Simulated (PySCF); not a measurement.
PySCF input (HF/def2-TZVPD):

```python
from pyscf import gto, scf, dft

mol = gto.M(
    atom='''
    Si   -0.03514772   -0.74542957    0.00249392
    Br    0.15540852    0.59731021   -1.78754132
    Br   -0.08191809    0.54759251    1.81678731
    N     1.33987864   -1.76618162   -0.18921778
    N    -1.41350687   -1.71596770    0.04752970
    H     2.23068219   -1.36608665    0.10831877
    H    -1.49606120   -2.51607636   -0.56016988
    H    -2.29931991   -1.37837263    0.38514288
    ''',
    basis='def2-tzvpd',
    charge=0,
    spin=1,
    verbose=4,
)

mf = scf.UHF(mol).density_fit(auxbasis='def2-universal-jkfit')
mf.conv_tol = 1e-9
mf.max_cycle = 100
mf.max_memory = 1500
mf.kernel()
if not mf.converged:
    mf = mf.newton()
    mf.kernel(mf.make_rdm1())
for _ in range(2):
    mo, _, stable, _ = mf.stability(return_status=True)
    if stable:
        break
    mf.kernel(mf.make_rdm1(mo, mf.mo_occ))
mf.analyze()
```

End of the output:

```
Extra cycle  E= -5544.59618878888  delta_E= 2.27e-11  |g|= 2.06e-06  |ddm|= 3.95e-06
converged SCF energy = -5544.59618878888  <S^2> = 0.75978587  2S+1 = 2.009762
uhf_internal: lowest eigs of H = [0.0893755  0.39277711 0.4168951 ]
<class 'pyscf.df.df_jk.DFUHF'> wavefunction is stable in the internal stability analysis
**** SCF Summaries ****
Total Energy =                       -5544.596188788877953
Nuclear Repulsion Energy =             696.508571142184564
One-electron Energy =                -9107.701016788680136
Two-electron Energy =                 2866.596256857617391
Two-electron Coulomb Energy =         3080.777380110841477
DFT Exchange-Correlation Energy =     -214.181123253224087
HOMO-LUMO gap [eV] =                    12.221382478110160
**** MO energy ****
                             alpha | beta                alpha | beta
MO #1   energy= -490.027115717907  | -490.027102354819  occ= 1 | 1
MO #2   energy= -490.017377258188  | -490.017146184948  occ= 1 | 1
MO #3   energy= -68.8735073672341  | -68.8740760888676  occ= 1 | 1
MO #4   energy= -65.1694690553347  | -65.1694624633215  occ= 1 | 1
MO #5   energy= -65.1596974782551  | -65.1595608084793  occ= 1 | 1
MO #6   energy= -58.5243135938005  | -58.5242984822524  occ= 1 | 1
MO #7   energy= -58.5235966326945  | -58.5235764095372  occ= 1 | 1
MO #8   energy= -58.5235362851507  | -58.5235268329294  occ= 1 | 1
MO #9   energy= -58.5146326697897  | -58.514316905728   occ= 1 | 1
MO #10  energy= -58.5138877069748  | -58.5136824844801  occ= 1 | 1
MO #11  energy= -58.5137620957556  | -58.5135421937214  occ= 1 | 1
MO #12  energy= -15.6061125885346  | -15.5762824258664  occ= 1 | 1
MO #13  energy= -15.5664624822021  | -15.5661922088881  occ= 1 | 1
MO #14  energy= -9.84239997988758  | -9.84237530853953  occ= 1 | 1
MO #15  energy= -9.83275432662747  | -9.83229484917793  occ= 1 | 1
MO #16  energy= -7.45289659335901  | -7.45285730205061  occ= 1 | 1
MO #17  energy= -7.44886137112073  | -7.4488219883363   occ= 1 | 1
MO #18  energy= -7.44860210888763  | -7.44857722999207  occ= 1 | 1
MO #19  energy= -7.44331876816107  | -7.44254168750058  occ= 1 | 1
MO #20  energy= -7.43931007287077  | -7.43879041163198  occ= 1 | 1
MO #21  energy= -7.43893923371004  | -7.43852821321474  occ= 1 | 1
MO #22  energy= -6.21239037130957  | -6.21320182448285  occ= 1 | 1
MO #23  energy= -4.32050849204854  | -4.32099595652134  occ= 1 | 1
MO #24  energy= -4.31982001467507  | -4.3206516617327   occ= 1 | 1
MO #25  energy= -4.31889813032408  | -4.31986424867648  occ= 1 | 1
MO #26  energy= -3.19472488570268  | -3.19470322387445  occ= 1 | 1
MO #27  energy= -3.19269588822618  | -3.19267842254179  occ= 1 | 1
MO #28  energy= -3.19237150098523  | -3.19235717040651  occ= 1 | 1
MO #29  energy= -3.18745817306076  | -3.18744238641172  occ= 1 | 1
MO #30  energy= -3.18745514607552  | -3.18743968285091  occ= 1 | 1
MO #31  energy= -3.18486422767379  | -3.18451186828618  occ= 1 | 1
MO #32  energy= -3.18285753946806  | -3.18247421473268  occ= 1 | 1
MO #33  energy= -3.18266443926348  | -3.18241416381195  occ= 1 | 1
MO #34  energy= -3.17783220952827  | -3.17760054325278  occ= 1 | 1
MO #35  energy= -3.17782937972058  | -3.17759887660031  occ= 1 | 1
MO #36  energy= -1.19261860939004  | -1.17400420718894  occ= 1 | 1
MO #37  energy= -1.15902884312339  | -1.06594656559073  occ= 1 | 1
MO #38  energy= -1.029189480955    | -1.02021544440318  occ= 1 | 1
MO #39  energy= -1.00722737226489  | -1.00237437082937  occ= 1 | 1
MO #40  energy= -0.730650573199817 | -0.722230712681313 occ= 1 | 1
MO #41  energy= -0.694203034253313 | -0.693970956095018 occ= 1 | 1
MO #42  energy= -0.623086684024912 | -0.603727372131353 occ= 1 | 1
MO #43  energy= -0.586600762981283 | -0.565813972950821 occ= 1 | 1
MO #44  energy= -0.560757370037345 | -0.51948639122952  occ= 1 | 1
MO #45  energy= -0.505637379826289 | -0.470841287423939 occ= 1 | 1
MO #46  energy= -0.486850715437456 | -0.448473249067566 occ= 1 | 1
MO #47  energy= -0.449526138341363 | -0.441033569371602 occ= 1 | 1
MO #48  energy= -0.442283755567751 | -0.425005811044511 occ= 1 | 1
MO #49  energy= -0.436321626530697 | -0.4198438148272   occ= 1 | 1
MO #50  energy= -0.417646254851691 | -0.409103366654644 occ= 1 | 1
MO #51  energy= -0.410417342119154 | 0.0400241591952931 occ= 1 | 0
MO #52  energy= 0.0439927864803345 | 0.0446552132831313 occ= 0 | 0
MO #53  energy= 0.058057141148417  | 0.0612581094899939 occ= 0 | 0
MO #54  energy= 0.0638298875761553 | 0.0645994846451003 occ= 0 | 0
MO #55  energy= 0.0685881681613352 | 0.0706316212464752 occ= 0 | 0
MO #56  energy= 0.0846667455775138 | 0.08480850522442   occ= 0 | 0
MO #57  energy= 0.0855912451150184 | 0.0862691697594083 occ= 0 | 0
MO #58  energy= 0.0879200805906062 | 0.0888367577540184 occ= 0 | 0
MO #59  energy= 0.113303316489694  | 0.114299722248046  occ= 0 | 0
MO #60  energy= 0.129995799310558  | 0.131630603966546  occ= 0 | 0
MO #61  energy= 0.138132487056405  | 0.140273963359898  occ= 0 | 0
MO #62  energy= 0.153024528177017  | 0.156002197883396  occ= 0 | 0
MO #63  energy= 0.156683250188413  | 0.166948290924638  occ= 0 | 0
MO #64  energy= 0.1692825651107    | 0.171196808689472  occ= 0 | 0
MO #65  energy= 0.182746258784143  | 0.186659909855774  occ= 0 | 0
MO #66  energy= 0.188743142417788  | 0.191082887669333  occ= 0 | 0
MO #67  energy= 0.196941977092701  | 0.199465633333618  occ= 0 | 0
MO #68  energy= 0.211845677730273  | 0.213392680069269  occ= 0 | 0
MO #69  energy= 0.217761666048503  | 0.222361963021226  occ= 0 | 0
MO #70  energy= 0.222724649903988  | 0.226166852505645  occ= 0 | 0
MO #71  energy= 0.230893219094126  | 0.234326635931746  occ= 0 | 0
MO #72  energy= 0.244462990219659  | 0.247468001800324  occ= 0 | 0
MO #73  energy= 0.248694073178446  | 0.249606436177495  occ= 0 | 0
MO #74  energy= 0.251564530170814  | 0.252210336289137  occ= 0 | 0
MO #75  energy= 0.264186231733109  | 0.264826364359742  occ= 0 | 0
MO #76  energy= 0.267915960241858  | 0.270294497207457  occ= 0 | 0
MO #77  energy= 0.274506512809687  | 0.276606884530833  occ= 0 | 0
MO #78  energy= 0.275521884281028  | 0.283081631864902  occ= 0 | 0
MO #79  energy= 0.287948422663406  | 0.290303183306657  occ= 0 | 0
MO #80  energy= 0.293486718479491  | 0.294686719462887  occ= 0 | 0
MO #81  energy= 0.300584818927645  | 0.303450858641245  occ= 0 | 0
MO #82  energy= 0.311854511884872  | 0.313691454097067  occ= 0 | 0
MO #83  energy= 0.313029724017179  | 0.316153348727918  occ= 0 | 0
MO #84  energy= 0.319964365785401  | 0.3245967452211    occ= 0 | 0
MO #85  energy= 0.328085137611373  | 0.329791670245696  occ= 0 | 0
MO #86  energy= 0.339977777789253  | 0.357591416432316  occ= 0 | 0
MO #87  energy= 0.356124854898398  | 0.357915609043863  occ= 0 | 0
MO #88  energy= 0.36908379560053   | 0.373352416587607  occ= 0 | 0
MO #89  energy= 0.382637147626506  | 0.383572564101807  occ= 0 | 0
MO #90  energy= 0.387084928997508  | 0.388272955373956  occ= 0 | 0
MO #91  energy= 0.391673422948337  | 0.393717291392749  occ= 0 | 0
MO #92  energy= 0.408246829633255  | 0.410849890129698  occ= 0 | 0
MO #93  energy= 0.424979651853649  | 0.426460555736932  occ= 0 | 0
MO #94  energy= 0.438192393896595  | 0.445417243678929  occ= 0 | 0
MO #95  energy= 0.451163799359215  | 0.457230400087964  occ= 0 | 0
MO #96  energy= 0.453914572559943  | 0.459390501269885  occ= 0 | 0
MO #97  energy= 0.470292744190488  | 0.477288650871945  occ= 0 | 0
MO #98  energy= 0.477795317234066  | 0.481122684714762  occ= 0 | 0
MO #99  energy= 0.493657784130301  | 0.495670632485378  occ= 0 | 0
MO #100 energy= 0.515235987147936  | 0.516605392245452  occ= 0 | 0
MO #101 energy= 0.531987620215673  | 0.537379228476625  occ= 0 | 0
MO #102 energy= 0.53967385444061   | 0.542084247249465  occ= 0 | 0
MO #103 energy= 0.544878138986204  | 0.549871091649841  occ= 0 | 0
MO #104 energy= 0.572572960302362  | 0.576682494250073  occ= 0 | 0
[...]
```

It need not be the lowest isomer of its formula.
